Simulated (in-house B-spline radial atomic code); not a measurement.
The numbers below are computed, except where a source is named.
## Mg ion on Ga atom: potential, deflection and energy transfer

The pair potential comes from two frozen, spherical free-atom densities (PBE, B-spline radial code, scalar-relativistic past argon): electrostatics plus the change in Thomas-Fermi kinetic and Dirac exchange energy where they overlap, the recipe behind the universal ZBL potential, which averages such potentials (from solid-state densities) over many pairs. It is written V = (Z1 Z2 e²/r) φ(r/a), with e² = 14.3996 eV·Å and a = 0.46850 Å/(Z1^0.23 + Z2^0.23); ZBL's fit is φ = 0.18175 e^(−3.1998x) + 0.50986 e^(−0.94229x) + 0.28022 e^(−0.4029x) + 0.02817 e^(−0.20162x). Where φ falls below 4e-4 it is continued as an exponential.

Masses 24.3 and 69.72 u.

```json
{"x = r/a": "0.1", "φ, this pair": "0.8943", "φ, ZBL": "0.8928"}
{"x = r/a": "0.25", "φ, this pair": "0.7756", "φ, ZBL": "0.7647"}
{"x = r/a": "0.5", "φ, this pair": "0.629", "φ, ZBL": "0.6096"}
{"x = r/a": "1", "φ, this pair": "0.438", "φ, ZBL": "0.4164"}
{"x = r/a": "1.5", "φ, this pair": "0.3185", "φ, ZBL": "0.2995"}
{"x = r/a": "2", "φ, this pair": "0.2377", "φ, ZBL": "0.2218"}
{"x = r/a": "3", "φ, this pair": "0.1377", "φ, ZBL": "0.1292"}
{"x = r/a": "4", "φ, this pair": "0.08446", "φ, ZBL": "0.08026"}
{"x = r/a": "5", "φ, this pair": "0.05423", "φ, ZBL": "0.05224"}
{"x = r/a": "6.5", "φ, this pair": "0.02852", "φ, ZBL": "0.02914"}
{"x = r/a": "8", "φ, this pair": "0.01555", "φ, ZBL": "0.01705"}
{"x = r/a": "10", "φ, this pair": "0.007793", "φ, ZBL": "0.008778"}
{"x = r/a": "12", "φ, this pair": "0.004387", "φ, ZBL": "0.00474"}
{"x = r/a": "14.5", "φ, this pair": "0.002257", "φ, ZBL": "0.002328"}
{"x = r/a": "17", "φ, this pair": "0.001138", "φ, ZBL": "0.001212"}
```

Question: At x = 1 the electrostatic, kinetic and exchange parts are 14356.46, 5806.5 and -260.31 eV. Find r, V and φ.

Answer: a = 0.46850/(1.7710 + 2.2030) = 0.11789 Å, so r = 0.11789 Å. V = 14356.46 + 5806.5 + (-260.31) = 19902.65 eV. The bare repulsion is 12 × 31 × 14.3996/0.11789 = 45437 eV, so φ = 0.4380, +5.2 % against ZBL's 0.4164. The kinetic (Pauli) term is 29 % of V here.

Question: The ion comes in at 61.27 keV with impact parameter 0.5895 Å. The scattering integral gives a centre-of-mass angle of 1.297° and a closest approach of 5.027 a. What are the reduced energy, the energy passed on and the laboratory angles?

Answer: ε = E a M2/(Z1 Z2 e² (M1 + M2)) = 61270 × 1.6320e-05 = 1. The most that one collision can pass on is γE with γ = 4 M1 M2/(M1 + M2)² = 0.7666. Here T = γE sin²(θ/2) = 0.7666 × 61270 × 0.0001282 = 6.021 eV. The ion turns by arctan(sin θ/(cos θ + M1/M2)) = 1.0°, and the struck atom leaves at (180° − θ)/2 = 89.4°. The closest approach is 0.593 Å. With ZBL the angle would be 1.22° and T = 5.294 eV.
